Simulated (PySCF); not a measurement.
## How methods differ on the excitation energy of C

C [He] 2s2 2p2 (3P) → C [He] 2s2 2p1 3s1 (3P), as a difference of total energies. Computed with PySCF 2.14 in aug-cc-pV5Z, with the non-relativistic Hamiltonian (point nucleus). Correlated levels: valence: 1s2 frozen. The calculations carry no spin-orbit coupling.

```
           method  excitation energy (eV)  error (eV)
              UHF                   7.432      -0.050
              LDA                   7.925      +0.443
              PBE                   7.765      +0.283
             PBE0                   7.789      +0.307
           r2SCAN                   8.060      +0.578
            TPSSh                   7.802      +0.320
           PBEsol                   7.786      +0.304
        BHandHLYP                   7.788      +0.306
    MP2 (valence)                   7.754      +0.272
SCS-MP2 (valence)                   7.651      +0.169
```

Reference: 7.482 eV (measured; NIST levels, between the centres of gravity of the two terms).

Errors of the correlated levels include the incompleteness of this basis and the frozen core.

The promoted electron is Rydberg-like, and one or two diffuse shells describe it only roughly, which tends to raise the upper state.
